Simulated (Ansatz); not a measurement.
`C#CB[SiH2]C`. Total charge 0; spin multiplicity 1. The structure was optimised at the PBE0-D4/def2-TZVP level. It is one conformer, not always the lowest.

```xyz
12

C    -2.172   -1.255   -1.341
C    -0.982   -1.025   -1.345
B     0.478   -0.705   -1.291
Si    1.252    0.382    0.220
C    -0.002    0.928    1.501
H    -3.217   -1.465   -1.351
H     1.188   -1.108   -2.166
H     2.325   -0.437    0.863
H     1.930    1.571   -0.379
H    -0.489    0.061    1.954
H     0.468    1.511    2.295
H    -0.779    1.541    1.038
```

Question: What is the dipole moment at PBE/def2-TZVPP? (Best estimate.)

Answer: Ansatz gave: 1.60 D, with components (-1.55, -0.04, 0.42) D in this frame, pointing from negative to positive charge.

Question: And with r2SCAN, B3LYP, ωB97M-V? (Estimate.)

Answer: Computed: r2SCAN 1.60 D, B3LYP 1.56 D, ωB97M-V 1.57 D.

Question: Give the Mulliken charges with PBE, ωB97M-V, r2SCAN in def2-TZVPP. (Best estimate.)

Answer: Computed: 
```
atom    PBE  ωB97M-V  r2SCAN
  C1  -0.10    -0.01   -0.07
  C2  -0.09    -0.21   -0.17
  B3  -0.03    -0.11   -0.04
 Si4   0.17     0.16    0.27
  C5  -0.37    -0.46   -0.30
  H6   0.22     0.24    0.24
  H7   0.03     0.10    0.02
  H8  -0.07    -0.04   -0.09
  H9  -0.07    -0.04   -0.09
 H10   0.11     0.12    0.08
 H11   0.11     0.12    0.08
 H12   0.11     0.12    0.08
```

B3LYP here is the variant with VWN-RPA as its local correlation; programs differ in this.
